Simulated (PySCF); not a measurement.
CHO2, SMILES O=C=[OH+], charge +1. Geometry: B3LYP-D3(BJ)/def2-TZVP. The isomer is the one that the SMILES or the coordinates give; other isomers of the formula were not compared.

Computed equilibrium geometry at B3LYP-D3(BJ)/def2-TZVP (PySCF confirms it by a frequency run) as bond lengths and angles, and its point group:
point group Cs.
Atoms: O1 C2 O3 H4. Bond lengths (Å): O1–C2 1.122, C2–O3 1.219, O3–H4 0.989. Bond angles (°): O1–C2–O3 174.4, C2–O3–H4 120.7.
Charge +1, spin multiplicity 1.
